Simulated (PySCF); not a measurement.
# Checking a proposed structure

A compound C7H5NO gives the data below (simulated from a calculation) and was assigned the structure `c1ccc2ocnc2c1`.

13C{1H} NMR (computed): δ 157.9 (C), 152.9 (CH), 148.0 (CH), 140.3 (C), 138.7 (CH), 120.1 (CH), 112.7 (CH).

1H NMR (400 MHz, computed): δ 9.21 (t, J = 1.1 Hz, 1H), 8.88 (dd, J = 6.0, 1.1 Hz, 1H), 7.82 (dd, J = 6.0, 1.1 Hz, 1H), 7.81 (d, J = 2.8 Hz, 1H), 7.10 (d, J = 2.8 Hz, 1H).

[PySCF 2.14.0 with density-fitted response routines: J: B3LYP/pcJ-1 (without the spin–dipole term); σ from GIAO-PBE0/pcSseg-1; geometry: GFN2-xTB; no solvent; a single conformation; no relativistic terms]

Chemical shifts δ = σref − σ; 1H (σ = 31.72 ppm), 13C (σ = 186.93 ppm) vs TMS, all at this level.

(1) Compare with the shifts computed for the proposed structure, pairing carbons in order of shift.

(2) Which isomer fits?

## Answers

(1) Atom-mapped SMILES (the numbers label the heavy atoms): `[cH:1]1[cH:2][cH:3][c:4]2[o:5][cH:6][n:7][c:8]2[cH:9]1`; H(Xn) means a hydrogen on atom n.

```csv
atom,computed for proposal,given list,difference
C4,157.3,157.9,-0.6
C6,156.6,152.9,+3.7
C8,147.6,148.0,-0.4
C1,129.7,140.3,-10.6
C2,129.4,138.7,-9.3
C9,126.9,120.1,+6.8
C3,115.8,112.7,+3.1
```

The rms difference is 6.2 ppm and the largest -10.6 ppm at C1 (aromatic CH). The carbon types in order of shift don't match either: C, CH, C, CH, CH, CH, CH for the proposal against C, CH, CH, C, CH, CH, CH in the data. The proposal doesn't fit.

(2) SMILES c1cc2ccncc2o1.

1. Carbon types of the structure: 2 × C, 5 × CH, which accounts for all hydrogens.
2. δC 157.9, 140.3: ring-fusion aromatic carbon.
3. δC 152.9: aromatic CH next to the ring oxygen.
4. δC 148.0, 138.7: aromatic CH next to a ring nitrogen.
5. δH 9.21, 8.88: hydrogen on an aromatic CH next to a ring nitrogen; ring current plus the neighbouring ring nitrogen.
6. The protons at 8.88 and 7.82 share a coupling of 6.0 Hz (vicinal, an ortho-type coupling).

Other isomers checked: c1ccc2oncc2c1 (rms 9.8 ppm); C=C(C#N)C#CC(C)=O (rms 40.0 ppm).

The data come from this structure; uniqueness wasn't tested.

Splittings below 1 Hz are ignored in the labels, and close J values are merged. Unscaled 3J(H,H) at this level run about 10 % above measured values. Shifts are as computed. Against solution values, carbons near 30 ppm lie about +3 ppm off and those near 130 ppm about +5 ppm. Of 1211 compounds with measured shifts, 218 miss one by over three times the rms of a fit or turn the order of signals round; such compounds aren't used in these exercises.
